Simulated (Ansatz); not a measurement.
Isomers of C2H6AlB, relaxed with PBE0-D4/def2-TZVP in Ansatz; electronic energies, one conformer each and not always the lowest. Functionals use def2-TZVPP; CBS adds triple-zeta CCSD(T) − MP2 to the MP2 limit of def2-TZVPP and def2-QZVPP.

(1) Order them by energy at frozen-core CCSD(T)/CBS, lowest first. (Best estimate.)
A. `C[B]1[CH2][AlH]1`
B. `B[C](=C)[AlH2]`
C. `[AlH2][B]1CC1`

(2) How do PBE0-D4, MP2/CBS(def2), PBE-D4, r2SCAN-D4 place them (kJ/mol, against `C[B]1[CH2][AlH]1`)? (An estimate is asked.)

Answers

(1) A (0.0 kJ/mol), B (21.0 kJ/mol), C (71.3 kJ/mol).

(2) The calculation gave: 
```csv
isomer,PBE0-D4,MP2/CBS(def2),PBE-D4,r2SCAN-D4
`B[C](=C)[AlH2]`,45.2,28.3,57.7,44.9
`[AlH2][B]1CC1`,67.7,77.2,79.7,72.9
```
